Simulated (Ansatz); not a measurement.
Task: Name a neutral molecule of C, N, S, Sn and H with HOMO energy (PBE0/def2-TZVPP) between -7.35 and -7.05 eV and HOMO–LUMO gap (ωB97M-V/def2-TZVPP) between 10.00 and 10.30 eV (Ansatz, PBE0-D4/def2-TZVP geometry).

Result: `N=[C](S)[SnH3]` (-7.14 eV, 10.25 eV); `N=C[S][SnH3]` (-7.25 eV, 10.06 eV). Other molecules can fit too; these were computed, each in one conformer that needn't be the lowest.
